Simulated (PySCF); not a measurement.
SMILES Cl[SiH](Cl)C[CH2][GeH3], B3LYP/def2-SVP optimised geometry. Atoms within 1.6 Å of the plane z = 0.0 Å (x, y, z in Å): Si1 (-1.44, 0.37, -1.27), Cl2 (-3.37, 1.00, -0.87), C4 (-0.34, 0.88, 0.16), C5 (1.18, 0.69, 0.00), Ge6 (1.83, -1.18, 0.00), H7 (-1.48, -1.08, -1.54), H8 (-0.57, 1.95, 0.34), H9 (-0.72, 0.35, 1.05), H10 (1.53, 1.16, -0.93), H11 (1.71, 1.19, 0.82), H12 (3.37, -1.18, 0.00), H13 (1.32, -1.91, 1.26), H14 (1.33, -1.95, -1.24).

Calculation: B3LYP/def2-TZVP (PySCF). Cells within 0.4 Å of a nucleus heavier than hydrogen are left out (blank, or x).

Map of the deformation density (molecule minus spherical neutral atoms) (e/bohr³) on the plane z = 0.0 Å:

```
|22222222222222222222222222222|
|22222222222222222222222222222|
|22222222222222222222222222222|
|22222222222222222222222222222|
|22222222222222222222222222222|
|22222222222222222222222222222|
|22222222222211122222222222222|
|22222222221111111122222222222|
|22222222211111111111222222222|
|22222222211134211111112222222|
|22211222111257211121112222222|
|2221222211124x342232111222222|
|2221222211135xx97x31111222222|
|22222222111343254x41111122222|
|22222222111221113663111122222|
|22222221111111112443122212222|
|22222221111111111200245211222|
|222222221111111111xx169511222|
|22222222222111111100245211222|
|22222222222221111211122212222|
|22222222222222111111111222222|
|22222222222222211111111222222|
|22222222222222222111112222222|
|22222222222222222222222222222|
|22222222222222222222222222222|
|22222222222222222222222222222|
|22222222222222222222222222222|
|22222222222222222222222222222|
|22222222222222222222222222222|
```
Scale: ten equal steps from -0.019 (start of '0') to 0.071 (end of '9'), in the order '0123456789'; x runs from -5.50 to 5.50, y from -5.50 (bottom) to 5.50 (top).
